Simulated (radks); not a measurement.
Task: Radial electron density D(r) = 4 pi r^2 rho(r) of an atom or ion with 18 electrons. Method: scalar-relativistic Kohn-Sham, PBE, spin-polarised, spherical densities, point nucleus; computed with a radial shooting solver on a logarithmic mesh with Libxc functionals.

r (bohr),D(r) (e/bohr)
0.007788,4.613
0.008711,5.514
0.009822,6.638
0.01099,7.847
0.01229,9.219
0.01385,10.87
0.0155,12.57
0.01747,14.55
0.01954,16.51
0.02204,18.68
0.02465,20.69
0.02757,22.61
0.03108,24.45
0.03477,25.87
0.0392,26.94
0.04384,27.44
0.04943,27.38
0.05529,26.77
0.06185,25.72
0.06973,24.27
0.07799,22.86
0.08794,21.61
0.09836,20.97
0.1109,21.10
0.124,22.06
0.1387,23.75
0.1564,26.02
0.175,28.08
0.1973,29.60
0.2207,29.84
0.2488,28.48
0.2783,25.70
0.3113,21.83
0.3509,17.17
0.3925,13.17
0.4426,10.02
0.495,8.521
0.5582,8.389
0.6243,9.159
0.6983,10.11
0.7873,10.61
0.8806,10.21
0.9929,8.822
1.111,6.942
1.252,4.781
1.401,3.012
1.567,1.690
1.766,0.7938
1.976,0.3407
2.228,0.1163
2.491,0.03574
2.809,0.008178
3.142,0.001660

What is the nuclear charge?

Result: Z = 23. The innermost maximum, from 1s, lies near gamma/Z bohr with gamma = sqrt(1 - (Z/c)^2) = 0.986, here 0.0429 bohr (found: 0.0460), and its height grows with Z. The density is that of the vanadium ion V5+ in [Ar]; the configuration itself is not fixed sharply by these data, and Z only to about a unit. D(r) has 3 maxima, at r = 0.0460, 0.214, 0.794 bohr, and minima at 0.103, 0.532 bohr, inside which lie 2.14, 10.37 electrons.
